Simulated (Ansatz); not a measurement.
Relaxation of BrF$_{2}$H$_{5}$OSi$_{2}$ (11 atoms, charge 0, multiplicity 1), to a largest force component of 0.03 eV/Å in at most 50 steps.

Level of theory: Ansatz 0.2.0, RKS PBE-D4/def2-SVP.

```xyz
11
Properties=species:S:1:pos:R:3:forces:R:3
Si -0.168 0.120 0.029 -0.09 0.02 0.34
O -0.266 0.066 1.693 0.01 0.00 -0.30
Si -1.400 -0.355 2.881 0.05 0.03 -0.03
H -2.470 -1.215 2.273 -0.03 0.00 0.00
H -0.674 -1.114 3.951 0.02 0.00 -0.01
H -1.995 0.896 3.454 -0.02 0.00 -0.01
F 1.400 0.246 -0.349 0.02 0.04 -0.02
F -0.884 1.480 -0.486 -0.04 0.04 -0.01
H -0.803 -1.043 -0.634 0.01 0.03 -0.02
Br 1.536 -2.690 1.284 -0.02 1.01 0.68
H 1.415 -1.349 1.959 0.09 -1.17 -0.62
```

Where does it end, and by what steps?

The forces met the threshold. The force dipped under the threshold on the way, but the program's further checks kept it going. After 49 steps the energy has fallen by 0.148 eV; H9 moved furthest, 1.46 Å.

```
step  energy less start (eV)  largest force component (eV/Å)  accepted
   0                  0.0000                           1.173       yes
   2                 -0.0769                           0.200       yes
   4                 -0.0862                           0.280       yes
   6                 -0.0927                           0.200       yes
   8                 -0.1053                           0.324       yes
  10                 -0.1136                           0.157       yes
  12                 -0.1175                           0.031       yes
  14                 -0.1207                           0.151       yes
  16                 -0.1228                           0.056       yes
  18                 -0.1240                           0.173        no
  20                 -0.1259                           0.054       yes
  22                 -0.1267                           0.098       yes
  24                 -0.1272                           0.044       yes
  26                 -0.1238                           0.342        no
  28                 -0.1284                           0.102       yes
  30                 -0.1297                           0.014       yes
  32                 -0.1318                           0.055       yes
  34                 -0.1326                           0.189        no
  36                 -0.1369                           0.044       yes
  38                 -0.1380                           0.041       yes
  40                 -0.1396                           0.126       yes
  42                 -0.1425                           0.099       yes
  44                 -0.1450                           0.054       yes
  46                 -0.1465                           0.079       yes
  48                 -0.1473                           0.030       yes
  49                 -0.1475                           0.026       yes
```

```xyz
11
Properties=species:S:1:pos:R:3
Si -0.241 0.332 -0.058
O -0.591 -0.644 1.227
Si -1.360 -0.525 2.744
H -1.752 -1.912 3.141
H -0.414 0.077 3.737
H -2.574 0.347 2.592
F 1.204 -0.133 -0.622
F -0.109 1.863 0.466
H -1.252 0.255 -1.138
Br 1.824 -2.741 2.370
H 0.957 -1.879 1.597
```

Whether the end is a true minimum wasn't checked by a vibrational analysis.

Time of the run: 97 s on 4 threads of Arm Neoverse V1 (shared host), peak memory 0.2 GiB.
